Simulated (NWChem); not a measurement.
System: C$_{3}$H$_{6}$O; SMILES C1COC1

Here is an NWChem input.

```
start job
memory heap 200 mb stack 900 mb global 1100 mb
geometry units angstroms
  C     -0.118023     0.875557    -0.679418
  C      1.026849     0.052331    -0.082503
  O      0.106718    -0.791105     0.614759
  C     -1.023200    -0.079987     0.103098
  H     -0.156113     1.913154    -0.360448
  H     -0.212216     0.818478    -1.760542
  H      1.629848    -0.512470    -0.798671
  H      1.686196     0.586984     0.607534
  H     -1.611198     0.374156     0.906066
  H     -1.667546    -0.725298    -0.500139
end
basis spherical
  * library def2-svp
end
dft
  xc pbe0
  iterations 150
end
driver
  maxiter 120
end
task dft optimize
task dft freq
```

The level has its own optimisation; frequencies are unscaled. Brackets give each atom's bonded neighbours.

Q: What results follow from this input? (PBE0/def2-SVP.) Quantities: r C–C (Å); r C–H [C(CCHH)–H(C)] (Å); r C–O (Å); r C–H [C(CHHO)–H(C)] (Å); highest harmonic frequency (cm⁻¹); lowest (cm⁻¹); zero-point energy (kcal/mol); dipole (D).

A: 
```yaml
r C–C (Å): 1.534
r C–H [C(CCHH)–H(C)] (Å): 1.099
r C–O (Å): 1.425
r C–H [C(CHHO)–H(C)] (Å): 1.105
highest harmonic frequency (cm⁻¹): 3174
lowest (cm⁻¹): 72
zero-point energy (kcal/mol): 54.9
dipole (D): 1.93
```
